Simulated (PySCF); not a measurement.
# [Ag3S]+, singlet: structure and spectrum

All numbers come from PySCF, PBE0, basis S def2-SVP, Ag def2-SVP with ECP28 (scalar-relativistic core potentials, no spin–orbit coupling, density fitting).

The structure is a minimum.

```
Point group                                                                   : C3v
Bond lengths                                                                  : S–Ag 2.380 Å (×3)
Bond angles                                                                   : Ag–S–Ag 98.5° (×3)
Zero-point energy                                                             : 5.9 kJ/mol
Heat capacity Cp at 298.15 K                                                  : 79.3 J/(mol K)
Entropy at 298.15 K and 1 bar                                                 : 392.9 J/(mol K)
Enthalpy at 298.15 K above 0 K                                                : 20.11 kJ/mol
Principal quadrupole moments (Buckingham, traceless) about the centre of mass : -23.74, 11.87, 11.87 D Å
Rotational symmetry number                                                    : 3
Rotational constants                                                          : 0.02298, 0.02298, 0.01213 cm⁻¹
Dipole moment about the centre of mass                                        : 3.29 D
Lowest empty level                                                            : -6.88 eV
Highest occupied level                                                        : -11.30 eV
Principal polarisabilities                                                    : 64.1, 95.7, 95.7 bohr³
```

Harmonic modes (masses in u: S 31.972, Ag 106.905):
```csv
symmetry,ω (cm⁻¹),"IR (km/mol, summed over degenerate members)",μ (u)
e,34,0.3,93.62
a1,44,1.5,74.05
a1,267,6.7,39.78
e,304,44.1,37.16
```

In C3v the vibrations span 2e + 2a1.

Charges (e):
| atom | Mulliken | Löwdin | polar tensor | Mayer order to S1 |
| --- | --- | --- | --- | --- |
| S1 | -0.37 | 0.35 | -0.61 | – |
| Ag2,3,4 | 0.46 | 0.22 | 0.54 | 0.84 |

Mulliken populations on S1: s 5.90, p 10.43, d 0.04.

Outer orbital energies (eV). occupied: -14.07, -14.02, -14.02, -14.00, -13.96, -11.45, -11.45, -11.30; empty: -6.88, -6.20, -6.20, -3.91.

Stability towards spin polarisation was not tested. Other isomers or separated fragments may lie lower.

The final relaxation and frequency run took 2 min on 2 threads of a shared Arm Neoverse N1 host, with 111 basis functions and 13 gradients; the process peaked at 1.2 GiB.
